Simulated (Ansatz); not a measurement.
## Forces away from equilibrium

MgGeH4 (SMILES [MgH][GeH3]), closed shell, displaced at random from a GFN2-xTB minimum.

Mg1  (0.696, -1.512, 0.630)
Ge2  (-0.310, 0.694, -0.265)
H3  (1.351, -2.929, 1.115)
H4  (-1.547, 0.599, -1.023)
H5  (0.613, 1.631, -1.296)
H6  (-0.716, 1.684, 0.693)
(Å)

Computed with Ansatz 0.2.0 (basis: def2-TZVPP); correlated methods freeze the cores. Filled d shells of the heavier atoms are correlated. The outer core shell of Li, Na, Mg and K is correlated. The def2 sets are not built for correlating such inner shells, so the correlated values are less sure here.

CCSD(T) forces from the calculation:
| atom | Fx | Fy | Fz (eV/Å) |
| --- | --- | --- | --- |
| Mg1 | -0.210 | 0.603 | -0.295 |
| Ge2 | 2.506 | -0.073 | -1.519 |
| H3 | 0.232 | -0.525 | 0.214 |
| H4 | -1.469 | -0.425 | -1.044 |
| H5 | -0.642 | -1.009 | 0.928 |
| H6 | -0.417 | 1.429 | 1.717 |

(1) Which atom feels the largest CCSD(T) force, and how large is it?

The T1 diagnostic stays at or below 0.011.

## Answers

(1) Ge2, 2.93 eV/Å, along (0.85, -0.03, -0.52).

Root-mean-square difference of the force components from those of CCSD(T): PBE0-D4 0.050; wB97M-V 0.023; r2SCAN-D4 0.049; PBE-D4 0.124; r2SCANh-D4 0.037; SPW92 0.118 eV/Å.

For scale, one of the runs: CCSD(T)/def2-TZVPP forces, 136 basis functions (an equivalent command: `ansatz run in.yaml --threads 4`). Time: 51 s of wall clock on 4 CPU threads; the host was shared. Peak host memory: 1.4 GiB.
